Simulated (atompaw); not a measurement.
# u(r) = r·R(r): atom against pseudo-atom (hydrogen)

Columns: radius, all-electron u(r) and pseudo u(r) of the 1s shell (level -6.49 eV) of hydrogen in the configuration 1s1; PBE, non-relativistic, PAW (atompaw) scheme, atompaw 4.2.0.5.

| r (bohr) | all-electron | pseudo |
| --- | --- | --- |
| 0.037 | 0.0685 | 0.0461 |
| 0.073 | 0.1302 | 0.0905 |
| 0.110 | 0.1889 | 0.1355 |
| 0.146 | 0.2417 | 0.1783 |
| 0.183 | 0.2917 | 0.2212 |
| 0.219 | 0.3365 | 0.2618 |
| 0.256 | 0.3788 | 0.3022 |
| 0.292 | 0.4165 | 0.3403 |
| 0.329 | 0.4519 | 0.3781 |
| 0.365 | 0.4834 | 0.4134 |
| 0.402 | 0.5128 | 0.4481 |
| 0.438 | 0.5387 | 0.4799 |
| 0.475 | 0.5627 | 0.5103 |
| 0.512 | 0.5844 | 0.5382 |
| 0.548 | 0.6032 | 0.5628 |
| 0.585 | 0.6204 | 0.5855 |
| 0.621 | 0.6353 | 0.6053 |
| 0.658 | 0.6487 | 0.6235 |
| 0.694 | 0.6601 | 0.6396 |
| 0.731 | 0.6701 | 0.6546 |
| 0.767 | 0.6785 | 0.6677 |
| 0.804 | 0.6856 | 0.6794 |
| 0.840 | 0.6913 | 0.6885 |
| 0.877 | 0.6959 | 0.6952 |
| 0.913 | 0.6993 | 0.6993 |
| 0.950 | 0.7017 | 0.7017 |

**Question.** How many radial nodes do the two functions have?

**Answer.** The all-electron 1s function has n − l − 1 = 0; the pseudo-wave has 0.

**Question.** Is the pseudo-wave norm-conserving?

**Answer.** No, it belongs to a PAW set: the norm inside the radius is not constrained, and the difference is carried by the augmentation charge.
